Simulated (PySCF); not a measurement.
## Functional dependence of a UV spectrum

Compound: C3H8GaN.
Bonds: C1–C2, C2–N3 (triple), N3–Ga4, Ga4–C5. Hydrogens: H6, H7, H8 on C1; H9, H10 on Ga4; H11, H12, H13 on C5.

Linear-response calculations in the def2-SVPD basis (PySCF; singlets by full response, triplets Tamm–Dancoff, core orbitals frozen in the response; HF means time-dependent Hartree–Fock). 'Strongest' is the level of largest summed f among the singlets computed (10 roots, of which the last may lack a degenerate partner); it can jump between rows when another state enters that window. S1 is the lowest singlet of each run and needn't be the same state throughout; f(S1) is that of one state. Isolated species at its PBE0-D3(BJ)/def2-SVP geometry, gas phase. The LDA/def2-SVPD calculation is non-relativistic and has no spin–orbit coupling, an omission that weighs most on gallium.

| functional | kind | S1 (eV) | f(S1) | strongest (eV) | T1 (eV) | HOMO (eV) | gap (eV) | ionisation energy, ΔSCF (eV) |
| --- | --- | --- | --- | --- | --- | --- | --- | --- |
| LDA | LDA | 4.14 | 0.000 | 4.46 | 4.06 | -5.88 | 4.12 | 8.95 |
| PBE | GGA | 4.22 | 0.001 | 4.55 | 4.12 | -5.76 | 4.19 | 8.99 |
| PBE0 | global hybrid, 25% exact exchange | 5.43 | 0.001 | 5.70 | 5.23 | -6.94 | 6.44 | 8.96 |
| BHandHLYP | global hybrid, 50% exact exchange | 6.58 | 0.019 | 6.87 | 5.97 | -8.04 | 8.24 | 8.99 |
| CAM-B3LYP | range-separated hybrid | 6.29 | 0.000 | 6.54 | 5.90 | -8.27 | 8.65 | 9.11 |
| wB97X-D | range-separated hybrid | 6.31 | 0.001 | 7.88 | 5.97 | -8.78 | 10.10 | 9.05 |
| LC-wPBE | range-separated hybrid | 7.10 | 0.001 | 7.23 | 6.21 | -9.65 | 11.09 | 9.24 |
| HF | Hartree–Fock | 7.07 | 0.000 | 8.65 | 5.55 | -9.81 | 11.42 | not settled |

Q: What does B3LYP (global hybrid, 20% exact exchange) give?

A: S1 (eV) 5.15, f(S1) 0.001, strongest (eV) 5.46, T1 (eV) 5.00, HOMO (eV) -6.72, gap (eV) 5.95, ionisation energy, ΔSCF (eV) 8.98. S1 runs from 4.14 eV (LDA) to 7.10 eV (LC-wPBE), a spread of 2.95 eV, while the orbital gap spreads over 7.3 eV. Along PBE (0%), B3LYP (20%), PBE0 (25%), BHandHLYP (50%), HF (100%) S1 rises with the share of exact exchange. −ε(HOMO) comes closest to its own ΔSCF ionisation energy with wB97X-D (-0.28 eV) and misses most with PBE (-3.23 eV). 'Not settled' means that the ion's SCF failed to converge or may have ended in another state than the lowest.
